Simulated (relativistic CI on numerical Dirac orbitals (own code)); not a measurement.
# Radial parameters of Ru²⁷⁺

Method of calculation: Dirac-Coulomb-Breit CI, KLI orbitals optimised for each configuration, model QED, unscaled Slater integrals (own radial code, finite nucleus).

Slater integrals F^k, G^k are unscaled and averaged over j, outside the closed core [Ne]; ζ comes from projecting the Hamiltonian with its Breit term on Σ l·s of the shell.

- 3s2 3p5: ζ(3p) = 157440 cm⁻¹; <r>(3p) = 0.3519, <r^2>(3p) = 0.1428 (bohr units).
- 3s2 3p4 3d: F^2(3p,3p) = 281940, ζ(3p) = 157200, F^2(3p,3d) = 282860, G^1(3p,3d) = 303630, G^3(3p,3d) = 202540, ζ(3d) = 19666 cm⁻¹; <r>(3p) = 0.3523, <r^2>(3p) = 0.1431, <r>(3d) = 0.3147, <r^2>(3d) = 0.1147 (bohr units).
- 3s 3p5 3d: G^1(3s,3p) = 357510, ζ(3p) = 157110, G^2(3s,3d) = 227800, F^2(3p,3d) = 282620, G^1(3p,3d) = 303520, G^3(3p,3d) = 202430, ζ(3d) = 19832 cm⁻¹; <r>(3s) = 0.3617, <r^2>(3s) = 0.1489, <r>(3p) = 0.3526, <r^2>(3p) = 0.1434, <r>(3d) = 0.3151, <r^2>(3d) = 0.115 (bohr units).

Averages of the first 10 configurations, taken without configuration mixing, which lowers the lowest level and can move excited configurations by several eV; other configurations of the list can lie among them:

| Configuration | Parity | States | Average energy above the lowest level (eV) |
| --- | --- | --- | --- |
| 3s2 3p5 | odd | 6 | 17.1 |
| 3s 3p6 | even | 2 | 136.6 |
| 3s2 3p4 3d | even | 150 | 156.6 |
| 3s 3p5 3d | odd | 120 | 270.7 |
| 3p6 3d | even | 10 | 397.1 |
| 3s 3p4 3d2 | even | 1350 | 409.4 |
| 3s2 3p3 3d 4p | even | 1200 | 890.8 |
| 3p6 4s | even | 2 | 952.0 |
| 3s2 3p4 4s | even | 30 | 709.5 |
| 3s 3p4 3d 4s | even | 600 | 957.7 |
